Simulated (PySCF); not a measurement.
# Ionisation energy of Tc²²⁺ by level of theory

Tc²²⁺ [Ar] 3d3 (4F) → Tc²³⁺ [Ar] 3d2 (3F), as a difference of total energies. Computed with PySCF 2.14 in an even-tempered Gaussian basis (19 s from 2.2 bohr⁻², ratio 2.5; 12 p from 2.9 bohr⁻², ratio 2.5; 8 d from 2.9 bohr⁻², ratio 2.5; 4 f from 11 bohr⁻², ratio 2.7; 3 g from 17 bohr⁻², ratio 2.7), with the spin-free X2C one-electron Hamiltonian (Gaussian nucleus). Correlated levels: outer shells: [Ne] frozen; virtual orbitals above 40 to 60 times the deepest correlated orbital energy dropped. The calculations carry no spin-orbit coupling.

| method | ionisation energy (eV) |
| --- | --- |
| UHF | 1033.0 |
| LDA | 1033.5 |
| PBE | 1033.3 |
| PBE0 | 1033.6 |
| r2SCAN | 1034.4 |
| MN15 | 1032.4 |
| B3LYP | 1033.8 |
| MP2 (outer shells) | 1033.4 |
| SCS-MP2 (outer shells) | 1033.1 |

A first-order spin-orbit estimate (lowest level to lowest level, LS coupling) adds -0.143 eV.

Breit and QED terms and the two-electron picture change are absent.

For comparison: 1032 ± 4 eV (theoretical estimate listed by NIST; NIST Atomic Spectra Database, ionization energies).
